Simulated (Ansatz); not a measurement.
Cartesian coordinates in Å:
```
F -1.121 -0.792 -1.969
Ge -0.912 -0.585 -0.274
F -0.934 -2.179 0.368
F -2.382 0.126 0.265
Ge 1.062 0.681 0.320
H 2.268 -0.082 -0.229
H 0.923 2.060 -0.326
H 1.096 0.771 1.846
```

Total charge 0; spin multiplicity 1.

(1) List the PBE/def2-TZVPP orbital energies in eV (Ansatz 0.2.0). (Best estimate.)

## Answers

(1) Ansatz gave: Occupied: -10806.40, -10805.59, -1339.58, -1338.98, -1193.01, -1193.01, -1192.99, -1192.41, -1192.38, -1192.38, -659.80, -659.80, -659.80, -164.36, -163.54, -115.82, -115.82, -115.76, -115.03, -114.95, -114.95, -32.16, -32.16, -31.69, -31.59, -31.59, -30.81, -30.80, -30.80, -30.73, -30.73, -29.45, -28.41, -28.41, -15.35, -13.83, -11.52, -11.52, -10.79, -9.98, -9.98, -9.66, -9.66, -9.40, -9.40, -9.37, -8.24. Lowest empty: -1.83, -1.20, -1.20, -0.61, 0.89, 0.89, 1.26, 3.68.
